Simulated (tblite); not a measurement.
Task: Write Cartesian coordinates for `CC(=O)P1CCSCC1` as optimised with GFN2-xTB.

Result: 
```
atom  x, y, z in Å
C1     2.9779   -0.3061   -0.1138
C2     1.8951    0.7176   -0.3027
O3     1.9844    1.6719   -1.0307
P4     0.3854    0.4816    0.7606
C5    -0.1057   -1.2173    0.1521
C6    -1.5522   -1.4993    0.5270
S7    -2.7235   -0.5234   -0.4689
C8    -2.2380    1.1459    0.0754
C9    -0.7971    1.4693   -0.2793
H10    2.7335   -1.1882   -0.7053
H11    3.0338   -0.5992    0.9332
H12    3.9343    0.0866   -0.4526
H13    0.0169   -1.2880   -0.9328
H14    0.5432   -1.9543    0.6338
H15   -1.7399   -1.2805    1.5803
H16   -1.8123   -2.5391    0.3263
H17   -2.9268    1.8182   -0.4365
H18   -2.4104    1.2089    1.1521
H19   -0.6071    1.2793   -1.3398
H20   -0.5966    2.5266   -0.0813
```

Any rigid rotation of these coordinates is as good. Atoms count from 1 in this order. S7 (sulfide sulfur) is bent (angle 99.0°). The 6-membered ring P4–C5–C6–S7–C8–C9 has internal angles of 97.7° to 112.2° (sum 642°, against 720° for a flat polygon); it is puckered, 0.31 Å rms from its mean plane, widest ring torsion 72°. Of the pairs four or more bonds apart, O3···H19 is among the closest relative to their van der Waals radii: 2.64 Å, 97 % of the sum of Bondi's values. P4 (phosphine phosphorus) is pyramidal (angles 98.2°, 97.7° and 97.4°, sum 293.3°, 0.92 Å off the plane of its three neighbours).

Bonds between heavy atoms (Å): C1–C2 1.502, C2=O3 1.204, C2–P4 1.862, P4–C5 1.870, C5–C6 1.521, C6–S7 1.821, S7–C8 1.822, C8–C9 1.519, P4–C9 1.859.

Computed geometry: GFN2-xTB, gas phase.

Point group: C1 (no symmetry element, even within 0.4 Å). Its GFN2-xTB frequencies are all real (lowest 48 cm⁻¹). One conformer, not necessarily the lowest (C1–C2–P4–C5 -60°, C2–P4–C5–C6 -162°, P4–C5–C6–S7 72°, C5–C6–S7–C8 -63°, C6–S7–C8–C9 62°).
